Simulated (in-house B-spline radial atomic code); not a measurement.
# RPA and G0W0 on PBEsol: O⁺

Configuration [He] 2s2 2p3, highest spin, mean-field start PBEsol. Computed with an all-electron radial atomic-structure program (B-spline basis): all electrons, scalar-relativistic (spin-free one-electron X2C), finite nucleus, each spin shell either full or empty, empty states to l = 9 with an (l + 1/2)⁻⁴ tail; G0W0 by contour deformation at full frequency.

Command:
```bash
python run_gw.py task.json out
```
Settings (radii: box in bohr, nucleus in fm):
```
Z                        8
electrons                7
configuration            [He] 2s2 2p3
hamiltonian              x2c
method                   pbesol
lmax                     9
rms_radius               2.6991
spin_polarised           True
box_radius               23.78
intervals                72
```

Time taken, with all properties: 2 s on 1 thread of Arm Neoverse N1, with other jobs on the host.

Energies (hartree):

| term | value |
| --- | --- |
| mean-field total | -74.30465 |
| Hartree-Fock functional on these orbitals | -74.42437 |
| direct second order | -0.41328 |
| second-order exchange | 0.19346 |
| SOSEX correction | 0.16743 |

Q: What is the RPA correlation energy, and what remains with SOSEX?

A: RPA gives -0.34957 hartree (-1.36 eV per electron); RPA + SOSEX gives -0.18214, and the second-order doubles -0.21982 hartree (no singles). SOSEX takes back 48 % of the RPA value.

Quasi-particle levels (eV):

| level | occupied | mean field | Σx - vxc | Σc | QP weight | G0W0 |
| --- | --- | --- | --- | --- | --- | --- |
| 2p up | yes | -26.287 | -10.04 | ? | ? | ? |
| 2s down | yes | -35.48 | -6.64 | -1.13 | 0.898 | -43.25 |
| 2p down | no | -20.389 | 10.69 | -4.31 | 0.909 | -14.004 |

G0W0 = mean field + (Σx - vxc) + Σc, with Σc (partial-wave tail included) taken at the quasi-particle energy. Levels of low weight are left out.

Q: Where does G0W0 put 2p up?

A: At -34.49 eV, with Σc = 1.83 eV and a quasi-particle weight of 0.886. The tabulated removal energy is 35.121 eV (NIST, measured).
